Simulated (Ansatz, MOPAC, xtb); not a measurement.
Diatomic CoN, multiplicity 5 (lowest of 2S+1 = 1, 3, 5, 7 at CCSD(T)/def2-TZVPP on PBE0 minima; our sources give no spin for the ground state, which may be another). No spin–orbit coupling. Co is treated without relativity.

Constants: fifth-degree fit in 1/R to seven points, most abundant isotopes. Runs in def2 and cc sets follow the lowest solution found near the PBE0 minimum.

Codes used: Ansatz (an electronic-structure program); MOPAC for PM6 (differences of heats of formation); xtb for the GFN methods. Values without a source in brackets are computed. The GFN methods have no spin term and hold the electronic entropy of 300 K.

```json
[
 {"level": "PM6", "r_e (Å)": "1.665", "ω_e (cm⁻¹)": "816", "B_e (cm⁻¹)": "0.538", "α_e (cm⁻¹)": "0.0041", "dipole (D)": "-"},
 {"level": "GFN1-xTB", "r_e (Å)": "1.643", "ω_e (cm⁻¹)": "856", "B_e (cm⁻¹)": "0.552", "α_e (cm⁻¹)": "0.0069", "dipole (D)": "-"},
 {"level": "GFN2-xTB", "r_e (Å)": "1.623", "ω_e (cm⁻¹)": "930", "B_e (cm⁻¹)": "0.566", "α_e (cm⁻¹)": "0.0061", "dipole (D)": "-"},
 {"level": "SVWN5/def2-TZVPP", "r_e (Å)": "1.578", "ω_e (cm⁻¹)": "941", "B_e (cm⁻¹)": "0.598", "α_e (cm⁻¹)": "0.0049", "dipole (D)": "3.52"},
 {"level": "PBE/def2-TZVPP", "r_e (Å)": "1.607", "ω_e (cm⁻¹)": "871", "B_e (cm⁻¹)": "0.577", "α_e (cm⁻¹)": "0.0054", "dipole (D)": "3.57"},
 {"level": "r2SCAN/def2-TZVPP", "r_e (Å)": "1.595", "ω_e (cm⁻¹)": "854", "B_e (cm⁻¹)": "0.586", "α_e (cm⁻¹)": "0.0071", "dipole (D)": "3.62"},
 {"level": "B97M-V/def2-TZVPP", "r_e (Å)": "1.619", "ω_e (cm⁻¹)": "759", "B_e (cm⁻¹)": "0.569", "α_e (cm⁻¹)": "0.0084", "dipole (D)": "3.87"},
 {"level": "B3LYP/def2-TZVPP", "r_e (Å)": "1.627", "ω_e (cm⁻¹)": "706", "B_e (cm⁻¹)": "0.563", "α_e (cm⁻¹)": "0.010", "dipole (D)": "4.05"},
 {"level": "PBE0/def2-TZVPP", "r_e (Å)": "1.622", "ω_e (cm⁻¹)": "669", "B_e (cm⁻¹)": "0.567", "α_e (cm⁻¹)": "0.010", "dipole (D)": "4.17"},
 {"level": "CAM-B3LYP/def2-TZVPP", "r_e (Å)": "1.624", "ω_e (cm⁻¹)": "633", "B_e (cm⁻¹)": "0.565", "α_e (cm⁻¹)": "0.012", "dipole (D)": "4.33"},
 {"level": "wB97X-V/def2-TZVPP", "r_e (Å)": "1.616", "ω_e (cm⁻¹)": "648", "B_e (cm⁻¹)": "0.570", "α_e (cm⁻¹)": "0.015", "dipole (D)": "4.56"}
]
```

The state that PM6 reach isn't checked.

Doubts at one or more of the structures used: a spin-contaminated determinant (PM6).
